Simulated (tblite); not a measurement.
C₃H₇ClO₂Si.
Geometry (GFN2-xTB, Å), atoms numbered from 1 in this order:
```xyz
14
C3H7ClO2Si angstrom
Cl     3.5007   -1.2592    0.2096
C      2.2934    0.0285    0.3960
Si     0.6080   -0.6111   -0.2004
O     -0.1463    0.4553   -1.1878
C     -1.4529    0.7288   -0.7693
C     -1.7136   -0.0283    0.5558
O     -0.5042   -0.5717    0.9999
H      2.6490    0.8700   -0.1929
H      2.2983    0.3054    1.4475
H      0.6917   -1.9248   -0.8260
H     -1.5500    1.8100   -0.6373
H     -2.1490    0.4017   -1.5456
H     -2.0985    0.6358    1.3328
H     -2.4274   -0.8410    0.3955
```

Computed values, GFN2-xTB/tblite, gas phase, harmonic and unscaled. Against measured fundamentals such values can be off by several per cent, at times by over 20. Modes of hydrogen on silicon can be 10 to 20 % off. One conformer, not necessarily the lowest. The optimisation stopped once no atom felt more than 0.01 eV/Å.

Lowest wavenumbers of the output (negative numbers stand for imaginary wavenumbers):
```
mode    cm-1
  1     -22.8
  2       7.0
  3      88.6
  4     139.0
  5     187.4
  6     245.8
  7     493.5
  8     593.9
  9     673.6
 10     683.0
```

Is this structure a minimum?

Not by this Hessian. 1 mode is imaginary beyond 20i (23i cm⁻¹), so at this level the point lies at or near a first-order saddle. The curvature is small, so loose convergence or finite differences may be the whole cause.

Which atoms move in the imaginary mode?

23i: O4 (silyl ether oxygen) 15 %, Cl1 (alkyl chlorine) 13 %, O7 (silyl ether oxygen) 10 %. These are shares of the mass-weighted motion.

What is the remedy?

Step along that mode in both directions, optimise again with tighter thresholds and repeat the frequencies. The zero-point energy of this point (62.9 kcal/mol) counts the 35 real modes alone, and thermal corrections from it aren't those of a minimum.
